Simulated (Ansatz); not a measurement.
Geometry optimisation, DFT PBEsol, scalar-relativistic, plane waves, PAW in Ansatz.

Input file:

```yaml
crystal:
  lattice:
    - [0.0, 5.43, 5.43]
    - [5.43, 0.0, 5.43]
    - [5.43, 5.43, 0.0]
  atoms:
    - { symbol: Si, position: [0.0, 0.0, 0.0] }
    - { symbol: Si, position: [0.125, 0.125, 0.125] }
    - { symbol: Si, position: [0.0, 0.0, 0.5] }
    - { symbol: Si, position: [0.125, 0.125, 0.625] }
    - { symbol: Si, position: [0.0, 0.5, 0.0] }
    - { symbol: Si, position: [0.125, 0.625, 0.125] }
    - { symbol: Si, position: [0.0, 0.5, 0.5] }
    - { symbol: Si, position: [0.125, 0.625, 0.625] }
    - { symbol: Si, position: [0.5, 0.0, 0.0] }
    - { symbol: Si, position: [0.625, 0.125, 0.125] }
    - { symbol: Si, position: [0.5, 0.0, 0.5] }
    - { symbol: Si, position: [0.625, 0.125, 0.625] }
    - { symbol: Si, position: [0.5, 0.5, 0.0] }
    - { symbol: Si, position: [0.625, 0.625, 0.125] }
    - { symbol: Si, position: [0.5, 0.5, 0.5] }
    - { symbol: Si, position: [0.625, 0.625, 0.625] }
    - { symbol: As, position: [0.37240443, 0.37732463, 0.37093846], spin: 1.0 }
magnetization:
  spin_polarized: true
basis:
  ecutwfc: 420.0
kpoints:
  mp_grid: { grid: [2, 2, 2] }
hamiltonian:
  xc: pbesol
  pseudopotentials: { kind: paw, azcp: { folder: soft_1 } }
scf:
  occupations: { method: gaussian, width: 0.05 }
  lower_state_search: "off"
relax:
  f_tol: 0.03
  max_steps: 60
  adjacent_minimum: "off"
```

Command:

```bash
$ ansatz run input.yaml --threads 2 --pin off --max-ram 5120MiB --backend cpu --events-out ev --progress --plain --runs-dir out
```

Where does it end, and by what steps?

The forces met the threshold. Limits of this set-up: coarse k mesh, PAW files made for another functional. After 3 steps the energy has fallen by 0.363 eV; Si13 moved furthest, 0.08 Å.

| step | energy less start (eV) | largest force component (eV/Å) | accepted |
| --- | --- | --- | --- |
| 0 | 0.0000 | 1.028 | yes |
| 1 | -0.3276 | 0.355 | yes |
| 2 | -0.3621 | 0.035 | yes |
| 3 | -0.3627 | 0.004 | yes |

```xyz
17
Lattice="0.0000 5.4300 5.4300 5.4300 0.0000 5.4300 5.4300 5.4300 0.0000" Properties=species:S:1:pos:R:3
Si 0.014 0.012 0.014
Si 1.357 1.357 1.358
Si 2.702 2.700 0.013
Si 4.073 4.071 1.316
Si 2.701 0.012 2.701
Si 4.072 1.314 4.073
Si 5.475 2.667 2.669
Si 6.828 4.071 4.072
Si 0.013 2.700 2.702
Si 1.315 4.071 4.073
Si 2.670 5.473 2.670
Si 4.072 6.826 4.072
Si 2.669 2.667 5.476
Si 4.071 4.070 6.829
Si 5.474 5.472 5.474
Si 6.787 6.784 6.787
As 4.072 4.069 4.072
```

The run took 34 s on 2 threads of Arm Neoverse V2, with other jobs on the host, peak memory 0.72 GiB.
